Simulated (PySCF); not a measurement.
Gas-phase reaction: 4 CH3GeH3 ⇌ 4 GeH3 + C4H8 (isobutene) + 2 H2

Computed with PySCF (xtb for GFN2) and rigid-rotor harmonic-oscillator thermochemistry at 1 bar. † marks an energy on the PBE0/def2-TZVP geometry and frequencies; other levels use their own. MP2 freezes the core. 6-31G* has spherical d functions here. Open shells (unrestricted): GeH3 (multiplicity 2); the rest are closed-shell singlets. GFN2 has no spin-polarisation term. Ge: all electrons, no relativistic terms. GeH3: computed as isolated molecules; such fragments, hydroxides, amides, oligomers or adducts are transient or little studied in the gas. MP2 isn't extrapolated to the basis-set limit.

```
level               ΔH°(298 K), kJ
------------------  --------------
BLYP/def2-TZVP†                642
GFN2-xTB                       ___
HF/6-31G*                      ___
M06-2X/def2-TZVP†              675
MP2/def2-TZVPP†                752
PBE/def2-SVP                   ___
PBE0/def2-QZVP†                710
PBE0/def2-SVP†                 ___
ωB97M-V/def2-TZVP†             720
ωB97X-V/def2-TZVP†             756
```

Q: Some entries are withheld; supply them.

A: 
- GFN2-xTB, ΔH°(298 K), kJ: 681
- HF/6-31G*, ΔH°(298 K), kJ: 563
- PBE/def2-SVP, ΔH°(298 K), kJ: 697
- PBE0/def2-SVP†, ΔH°(298 K), kJ: 720
